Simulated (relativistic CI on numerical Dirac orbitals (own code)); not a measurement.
**Charge states of dysprosium**

Calculated at this level of theory: Dirac-Coulomb-Breit CI, orbitals from a KLI potential per configuration, model QED, valence Slater integrals scaled by 0.9 (own radial code, finite nucleus).

Each species is treated in one configuration, given outside its closed core. Radial values are for the open shell of highest l, unscaled and averaged over j; ζ includes the Breit term. Labels give the leading LS character, summed over repeated terms.

| Ion | Configuration | Its lowest level | LS weight (%) | Next level | E (cm⁻¹) | g_J | g√(J(J+1)) | ⟨r⟩ (bohr) | ⟨r²⟩ (bohr²) |
| --- | --- | --- | --- | --- | --- | --- | --- | --- | --- |
| Dy53+ | 3s2 3p | 2P°_1/2 | 100 | 2P°_3/2 | 1.7174e+06 | 0.652 | 0.56 | 0.2066 | 0.04938 |
| Dy54+ | 3s2 | 1S_0 | 100 |  |  |  | 0.00 |  |  |
| Dy55+ | 3s | 2S_1/2 | 100 |  |  | 1.988 | 1.72 | 0.2104 | 0.05053 |
| Dy56+ | 2s2 2p6 | 1S_0 | 100 |  |  |  | 0.00 |  |  |
| Dy57+ | 2s2 2p5 | 2P°_3/2 | 100 | 2P°_1/2 | 6.647e+06 | 1.306 | 2.53 | 0.07686 | 0.007196 |
| Dy58+ | 2s2 2p4 | 3P_2 | 68 | 1S_0 | 396050 | 1.315 | 3.22 | 0.07633 | 0.007094 |
| Dy59+ | 2s2 2p3 | J = 3/2 (mixed) | 48 | 4S°_3/2 | 6.5951e+06 | 1.325 | 2.57 | 0.07582 | 0.006994 |
| Dy60+ | 2s2 2p2 | ? | ? | ? | ? | ? | ? | ? | ? |
| Dy61+ | 2s2 2p | 2P°_1/2 | 100 | 2P°_3/2 | 7.0731e+06 | 0.627 | 0.54 | 0.07483 | 0.006805 |
| Dy62+ | 2s2 | 1S_0 | 100 |  |  |  | 0.00 |  |  |
| Dy63+ | 2s | 2S_1/2 | 100 |  |  | 1.962 | 1.70 | 0.08462 | 0.008473 |
| Dy64+ | 1s2 | 1S_0 | 100 |  |  |  | 0.00 |  |  |

(1) Fill in the row of Dy60+.

Answers

(1) Its lowest level 3P_0; LS weight (%) 69; Next level 3P_1; E (cm⁻¹) 6.7306e+06; g√(J(J+1)) 0.00; ⟨r⟩ (bohr) 0.07532; ⟨r²⟩ (bohr²) 0.006897.
